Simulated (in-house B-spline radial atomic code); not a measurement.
Successive ionisation energies of rhenium; each step leads to the configuration of the next row (after the last: [He] 2s2 2p5). Dirac energy differences include first-order Breit, QED and recoil terms. NIST's values go from ground level to ground level; the uncertainty of those that are theory runs from under 0.1 % in few-electron ions to several per cent in heavy many-electron ones. Computed with a radial B-spline atomic code at the basis-set limit: Dirac-Hartree-Fock, average of the configuration, finite nuclei.

```tsv
ion	configuration	ionisation energy (eV)	tabulated value (eV)	tabulated kind	computed minus tabulated (eV)	highest orbital	largest mean radius (bohr)
Re59+	[Ne] 3s2 3p4	6300.2	6176	tabulated theory	124	3p3/2	0.18335
Re60+	[Ne] 3s2 3p3	6430.1	6300	tabulated theory	130	3p3/2	0.18245
Re61+	[Ne] 3s2 3p2	6561.0	6810	tabulated theory	-249	3p3/2	0.18155
Re62+	[Ne] 3s2 3p1	6692.9	6952	tabulated theory	-259	3p3/2	0.18066
Re63+	[Ne] 3s2	7229.9	7230	tabulated theory	0	3s1/2	0.17991
Re64+	[Ne] 3s1	7365.8	7366	tabulated theory	0	3s1/2	0.17916
Re65+	[He] 2s2 2p6	16568.3	16080	tabulated theory	488	2p3/2	0.0743
```

Problem. Where is the largest jump?

Solution. From Re64+ to Re65+, by a factor of 2.25 (7365.8 to 16568 eV); the highest orbital goes from 3s1/2 to 2p3/2.

Where a p, d or f electron is removed, the computed value is a mean over both j, so it misses the tabulated one by a part of the spin-orbit splitting; averaging over terms and missing correlation add to the gap, relatively most at low charge.
